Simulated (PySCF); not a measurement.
C5H9NOSi.
Structure used (GFN2-xTB), in Å, numbered top down from 1:
```xyz
17
C5H9NOSi angstrom
C     -1.0201    1.6698   -0.9546
C     -0.4550    0.3549   -0.5281
C      0.7385   -0.0680   -1.2857
N      1.7583   -0.6539   -0.8604
Si     2.4053   -1.1962    0.6366
C     -0.9392   -0.4477    0.4354
C     -2.0946   -0.1994    1.2841
O     -2.4538   -0.9396    2.1668
H     -1.9740    1.8882   -0.4865
H     -1.1470    1.6834   -2.0367
H     -0.3165    2.4629   -0.6992
H      0.7118    0.1929   -2.3488
H      3.7711   -0.6818    0.5698
H      1.7642   -0.7497    1.8785
H      2.3327   -2.6502    0.5153
H     -0.4420   -1.3917    0.6201
H     -2.6468    0.7380    1.0834
```

Computed with TDDFT B3LYP/def2-SVPD, vertical, gas phase, core orbitals frozen in the response in PySCF. GFN2-xTB frequencies show an imaginary mode (25i cm⁻¹), so this geometry is no minimum at that level.

Transition dipole moments from the ground state, in atomic units and in the frame of the coordinates above (overall signs are arbitrary), for the states with f of 0.002 or more among the lowest 7:

```tsv
state	E (eV)	μx	μy	μz
S3	4.872	-1.308	-0.099	0.724
S4	4.996	-0.603	-0.097	0.290
S5	5.685	0.221	-0.056	-0.066
S6	5.793	0.233	-0.380	0.341
S7	5.993	-0.146	-0.012	0.134
```

**Question.** What oscillator strength does each state have?

**Answer.** f = (2/3) ΔE |μ|² with ΔE in hartree (27.2114 eV).

```
state  |μ|² (au)  |μ| (D)      f
   S3      2.245     3.81  0.268
   S4      0.457     1.72  0.056
   S5      0.056     0.60  0.008
   S6      0.315     1.43  0.045
   S7      0.039     0.50  0.006
```

**Question.** Which bond between heavy atoms lies closest to the direction of the S3 transition dipole?

**Answer.** C6–C7, at 15° from it; next C2–C3 at 21°.

**Question.** What angle do the transition dipoles of S3 and S6 make?

**Answer.** |cos θ| = |μa·μb| / (|μa| |μb|) = 0.02, so θ ≈ 89° (taken between 0 and 90°, since the signs are arbitrary).

**Question.** How is the summed strength of these states shared among x, y and z?

**Answer.** (2/3) Σ ΔE μα² gives 0.266 for x, 0.023 for y and 0.093 for z, 0.382 in all.

**Question.** What peak molar absorption coefficient would the strongest computed level give as a lone Gaussian band 0.5 eV wide at half height?

**Answer.** ε(max) = 2.175×10⁸ f / FWHM, with the width in cm⁻¹. S3: 2.175×10⁸ × 0.2680 / 4033 ≈ 14000 L mol⁻¹ cm⁻¹.

One conformer stands for the species.
